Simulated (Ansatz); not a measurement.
`O[Si]([SiH3])([SiH3])Cl` + `C=C` → `C=C[Si](O)([SiH3])[SiH3]` + HCl  (formal exchange of groups at the Si–Cl bond)

Calculated with Ansatz (gas phase, PBE0-D4/def2-TZVP geometries, no zero-point term in ΔE). CCSD(T)/CBS is the MP2 limit (def2-TZVPP, def2-QZVPP) plus CCSD(T) − MP2 in def2-TZVPP, frozen cores. This one scheme is used for every species. DFT in def2-TZVPP. Each species was taken in one conformer, which may not be the lowest.

`O[Si]([SiH3])([SiH3])Cl`:

Z-matrix (Å, degrees):
```
Si
Si 1 2.347
Si 1 2.339 2 115.6
O 1 1.646 2 112.2 3 122.4
Cl 1 2.079 2 104.9 3 -118.4
H 2 1.486 1 109.8 3 62.2
H 2 1.488 1 110.5 3 -58.3
H 2 1.489 1 109.3 3 -178.0
H 3 1.486 1 110.1 2 -175.5
H 3 1.487 1 108.3 2 -55.7
H 3 1.487 1 110.2 2 63.4
H 4 0.960 1 118.0 2 54.5
```

`C=C`:

Cartesian coordinates in Å:
```
C -0.111 -0.014 0.652
C 0.111 0.014 -0.652
H -0.169 0.896 1.239
H -0.245 -0.948 1.187
H 0.169 -0.896 -1.239
H 0.245 0.948 -1.187
```

`C=C[Si](O)([SiH3])[SiH3]`:

Z-matrix (Å, degrees):
```
Si
C 1 1.861
Si 1 2.343 2 109.9
O 1 1.660 2 110.8 3 117.5
Si 1 2.353 2 108.0 3 -120.2
C 2 1.331 1 123.0 3 -112.8
H 2 1.090 1 118.5 3 67.4
H 3 1.488 1 111.2 2 -175.1
H 3 1.488 1 111.1 2 63.2
H 3 1.490 1 108.5 2 -56.1
H 4 0.959 1 117.0 2 72.6
H 5 1.492 1 110.3 2 -69.4
H 5 1.489 1 110.0 2 49.9
H 5 1.488 1 111.6 2 170.3
H 6 1.086 2 121.5 1 0.8
H 6 1.086 2 122.2 1 -179.7
```

HCl:

Cartesian coordinates in Å:
```
Cl -0.218 -0.446 0.403
H 0.218 0.446 -0.403
```

CCSD(T)/CBS gives +102.8 kJ/mol.

Question: Another level gave +111.0 kJ/mol. Which?
A. CAM-B3LYP-D4/def2-TZVPP
B. BHLYP/def2-TZVPP
C. HF/def2-TZVPP
D. CCSD(T)/def2-TZVPP

Answer: B. BHLYP 111.0, CAM-B3LYP-D4 103.8, CCSD(T)/def2-TZVPP 97.4, HF/def2-TZVPP 117.0 kJ/mol.

Largest T1 diagnostic among the species: 0.013.

From BLYP to BHLYP (50 % exact exchange), in def2-TZVPP and without D4, ΔE moves by +3.5 kJ/mol. Leaving LDA and LC-ωPBE aside and taking each functional with its dispersion term where it has one, the values, not all of them listed here, spread over 11.7 kJ/mol, from revPBE-D4 to BHLYP-D4. LDA lies −6.6 kJ/mol from PBE without D4. At CCSD(T), def2-SVP lies −8.9 kJ/mol from the extrapolated value and def2-TZVPP −5.4 kJ/mol.
